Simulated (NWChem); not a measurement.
Molecule: C$_{2}$H$_{2}$BrF; SMILES C=C(F)Br

```xyz
6

C     -1.2106     1.6335     0.0000
C     -0.0779     0.9424     0.0000
F      1.1116     1.5110     0.0000
Br     0.0304    -0.9313     0.0000
H     -2.1741     1.1277     0.0000
H     -1.1652     2.7243     0.0000
```
Atoms are numbered in this order, from 1.

Results from NWChem. Structure relaxed at the PBE0/def2-SVP level. Vzz is the largest principal value of the second derivative of the potential at the nucleus (NWChem prints the opposite sign); η is the asymmetry. Non-relativistic.

Problem. Predict the results for PBE/def2-TZVP. Quantities: Vzz Br4 (a.u.); η Br4.

Solution. Vzz Br4 (a.u.): 7.191
η Br4: 0.07
